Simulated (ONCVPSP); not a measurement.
# PBE ONCV dataset for lanthanum, scalar-relativistic all-electron reference.

Input for ONCVPSP 4.0.1:

```
# ATOM AND REFERENCE CONFIGURATION
# atsym  z   nc   nv     iexc    psfile
  La 57.00    9    4        4      upf
#
#   n    l    f
    1    0    2.00
    2    0    2.00
    2    1    6.00
    3    0    2.00
    3    1    6.00
    3    2   10.00
    4    0    2.00
    4    1    6.00
    4    2   10.00
    5    0    2.00
    5    1    6.00
    5    2    1.50
    6    0    1.50
#
# PSEUDOPOTENTIAL AND OPTIMIZATION
# lmax
    3
#
#   l,   rc,      ep,       ncon, nbas, qcut
    0    2.00    0.00    3    7    5.90
    1    2.65    0.00    5   10    4.80
    2    3.75    0.00    4    9    3.90
    3    3.20    0.12    4    9    3.70
#
# LOCAL POTENTIAL
# lloc, lpopt,  rc(5),   dvloc0
    4    2    1.55    6.00
#
# VANDERBILT-KLEINMAN-BYLANDER PROJECTORs
# l, nproj, debl
    0    2    0.60
    1    2    3.40
    2    2    0.50
    3    3    1.10
#
# MODEL CORE CHARGE
# icmod, fcfact, rcfact
    3    2.00    1.70
#
# LOG DERIVATIVE ANALYSIS
# epsh1, epsh2, depsh
   -3.00    5.00    0.02
#
# OUTPUT GRID
# rlmax, drl
    6.00    0.01
#
# TEST CONFIGURATIONS
# ncnf
    4
# nvcnf
#   n    l    f
    4
    5    0    2.00
    5    1    6.00
    5    2    1.00
    6    0    2.00
#
    4
    5    0    2.00
    5    1    6.00
    5    2    1.00
    6    0    1.00
#
    4
    5    0    2.00
    5    1    6.00
    5    2    1.00
    6    0    0.00
#
    4
    5    0    2.00
    5    1    6.00
    5    2    1.00
    6    0    1.50
#
```

Command:

```bash
oncvpsp.x < La.dat > La.out
```

Resulting log (shortened: citation, most of the input echo, consistency checks and plot data are left out):

```
ONCVPSP  (Optimized Norm-Conservinng Vanderbilt PSeudopotential)
scalar-relativistic version 4.0.1

#   n    l    f        energy (Ha)
    1    0    2.00    -1.4240997E+03
    2    0    2.00    -2.2667362E+02
    2    1    6.00    -2.0314696E+02
    3    0    2.00    -4.8457209E+01
    3    1    6.00    -4.0945631E+01
    3    2   10.00    -3.0156929E+01
    4    0    2.00    -9.7598057E+00
    4    1    6.00    -7.3174206E+00
    4    2   10.00    -3.7838901E+00
    5    0    2.00    -1.3996509E+00
    5    1    6.00    -7.9488587E-01
    5    2    1.50    -9.5234897E-02
    6    0    1.50    -1.2465654E-01

Reference configufation results
  iterations    27
  all-electron total energy (Ha)   -8.49327252D+03

Begin loop to  construct optimized pseudo wave functions
and semi-local pseudopoentials for all angular momenta

Calculating optimized projector #   1

 for l=   0

    Fraction of norm inside rc  0.820624
    Optimizing pswf for qcut=   5.90 a_B^-1,  ecut=  17.43 Ha
    Residual kinetic energy error=  2.19D-06 Ha
 ERROR pspot:  first pseudo wave function has node,          program will stop
 ERROR pspot: try changing psp parameters for this l
```

The run stopped because the optimised pseudo-wave of the first projector has a node, so the radial equation cannot be inverted for a potential.

The run took about 0.17 s on one core of a shared server CPU.
